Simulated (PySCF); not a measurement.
Input file for PySCF: R-B3LYP/6-31G* on C3H8 (SMILES CCC) with ghost functions, monomers drawn apart or pushed together.

```python
from pyscf import gto, scf, dft, mp
from pyscf.data.elements import chemcore

mol = gto.M(
    atom='''
    C     0.83777249   -1.11021373    3.89564398
    C     0.09787917   -0.06355329    4.72451645
    C    -0.71474267    0.90400252    3.86798124
    H     1.41050168   -1.78819021    4.53032623
    H     0.14185084   -1.71455410    3.30858285
    H     1.53548551   -0.64138446    3.19738177
    H     0.81507596    0.50345029    5.32432432
    H    -0.56861748   -0.56159405    5.43400505
    H    -1.23953483    1.64686246    4.47051401
    H    -0.06488057    1.45860652    3.18171238
    H    -1.47909351    0.36929437    3.29290547
    ghost-F   -0.36194887    0.09118167    0.36872664
    ghost-H   -0.49782354    0.35622851    1.24795816
    ''',
    basis='6-31g*',
    cart=True,
    charge=0, spin=0, verbose=3, max_memory=1800)
mf = dft.RKS(mol, xc='b3lyp')
mf.conv_tol = 1e-8
mf.max_cycle = 100
mf.kernel()
if not mf.converged:
    mf = mf.newton().run(mf.mo_coeff, mf.mo_occ)
```

The log:

```
converged SCF energy = -119.144261874468
```

The run converged.

Cost: around 4 core-seconds (rough).
